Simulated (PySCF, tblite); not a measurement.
C3H9ClSSi2.
Atom-mapped SMILES: `[SiH3:1][S:2][Si@@H:3]([Cl:4])[CH:5]1[CH2:6][CH2:7]1` (hydrogens: H8, H9, H10 on Si1; H11 on Si3; H12 on C5; H13, H14 on C6; H15, H16 on C7)

Geometry (GFN2-xTB, Å), atoms numbered from 1 in this order:
```xyz
16
C3H9ClSSi2 angstrom
Si     3.622    0.042    0.132
S      1.789    1.031   -0.411
Si     0.253   -0.379    0.114
Cl     0.550   -1.129    1.971
C     -1.373    0.548    0.045
C     -2.666   -0.220    0.087
C     -2.244    0.446   -1.177
H      4.627    0.919   -0.438
H      3.612   -1.285   -0.470
H      3.679   -0.039    1.584
H      0.319   -1.498   -0.818
H     -1.387    1.512    0.541
H     -3.490    0.201    0.642
H     -2.619   -1.297    0.139
H     -2.773    1.331   -1.496
H     -1.907   -0.173   -1.995
```

Computed, not measured: wB97X-D/def2-SVPD in PySCF (dipole) on a GFN2-xTB geometry, gas phase.

Masses are those of the commonest isotopes; rigid-rotor values at the optimised geometry. The values belong to one conformer with, in the numbering `[SiH3:1][S:2][Si@@H:3]([Cl:4])[CH:5]1[CH2:6][CH2:7]1`, Si1–S2–Si3–Cl4 47°, S2–Si3–C5–C6 168°.

Question: Give the principal moments of inertia and the rotational constants in MHz.

Answer: Ia = 252.64, Ib = 687.29, Ic = 889.93 u·Å²; 505379 MHz·u·Å²/I gives A = 2000, B = 735.3, C = 567.9 MHz.

Question: What kind of rotor is it?

Answer: An asymmetric top: κ = (2 × 735.3 − 2000 − 567.9)/(2000 − 567.9) = -0.77.

Question: What does the inertial defect say?

Answer: Not planar: Δ = Ic − Ia − Ib = -50.00 u·Å². For a rigid frame Δ = −2 Σ m c², so Σ m c² = 25.00 u·Å² lies off the ab plane: 11.67 from hydrogen and 13.32 from heavier atoms. The atom farthest from that plane is 1.80 Å away.

Question: List the rotational levels J(Ka,Kc) to J = 2 (K).

Answer: Above 0(0,0), as E/k:
J = 1: 1(0,1) 0.063, 1(1,1) 0.123, 1(1,0) 0.131
J = 2: 2(0,2) 0.187, 2(1,2) 0.240, 2(1,1) 0.264, 2(2,1) 0.447, 2(2,0) 0.447
Those of J = 1 are B + C, A + C and A + B.

Question: Which lines would a microwave search look for?

Answer: The dipole components are |μa| = 0.73 D, |μb| = 0.31 D, |μc| = 0.56 D. The squared components, which scale the intensities, stand as 1.00 : 0.18 : 0.58 (a : b : c). Some lines, for components of 0.1 D or more:

```csv
type,branch,"J(Ka,Kc)",MHz,lower level (cm⁻¹)
c,Q,"3(1,3) ← 3(0,3)",914,0.258
c,Q,"1(1,1) ← 1(0,1)",1265,0.043
a,Q,"4(1,3) ← 4(1,4)",1668,0.451
c,Q,"4(2,3) ← 4(1,3)",3241,0.506
b,Q,"4(2,2) ← 4(1,3)",3466,0.506
c,R,"2(1,1) ← 1(0,1)",4206,0.043
b,Q,"3(2,2) ← 3(1,3)",4558,0.289
b,Q,"4(2,3) ← 4(1,4)",4909,0.451
a,R,"4(2,3) ← 3(2,2)",5201,0.441
a,R,"4(3,1) ← 3(3,0)",5247,0.666
a,R,"4(1,3) ← 3(1,2)",5514,0.322
c,R,"3(1,2) ← 2(0,2)",5766,0.130
c,Q,"4(3,2) ← 4(2,2)",6569,0.622
c,R,"2(2,1) ← 1(1,1)",6737,0.086
b,R,"2(2,0) ← 1(1,1)",6752,0.086
b,Q,"3(3,1) ← 3(2,2)",6753,0.441
c,R,"3(2,1) ← 2(1,1)",7782,0.184
b,Q,"4(4,0) ← 4(3,1)",9410,0.841
c,R,"4(2,3) ← 3(1,3)",9759,0.289
c,R,"3(3,1) ← 2(2,1)",10663,0.310
b,R,"3(3,0) ← 2(2,1)",10664,0.310
c,R,"4(3,1) ← 3(2,1)",11924,0.443
```

Question: Estimate the classical rotational partition function at 50 K, 200 K and 500 K.

Answer: Point group C1, symmetry number σ = 1; q = (√π/σ)·√((kT/h)³/(ABC)), k/h = 20836.6 MHz/K: 65200 at 50 K, 522000 at 200 K, 2060000 at 500 K.

Its lowest GFN2-xTB frequency is 4 cm⁻¹, too small to tell a flat minimum from a shallow saddle. Zero-point vibration and centrifugal distortion are left out. A rigid rotor knows nothing of internal rotation, which can split or shift real lines. Quadrupole hyperfine structure (35Cl) is left out.
